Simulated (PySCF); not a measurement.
Level of theory: CAM-B3LYP-D3(BJ)/def2-TZVP (PySCF). All species are isolated molecules in the gas phase. One relaxed conformer stands for a flexible species; it need not be the lowest. Excitations are Tamm–Dancoff values on a coarser integration grid. The basis has no diffuse functions, so Rydberg states are missing or too high.

Reference species (SMILES): `BC(=C)CC#N` (neutral, multiplicity 1).

```json
{
  "T1 excitation (TDA)": "3.66 eV",
  "HOMO–LUMO gap": "8.73 eV",
  "S1 oscillator strength": "0.005"
}
```

Changed species: `BCC(=C)C#N`.

Q: Predict the effect on the T1 excitation (TDA), HOMO–LUMO gap and S1 oscillator strength.

A: the T1 excitation (TDA) increases by 0.15 eV, to 3.81 eV; the HOMO–LUMO gap drops by 0.13 eV, to 8.60 eV; the S1 oscillator strength stays essentially unchanged.
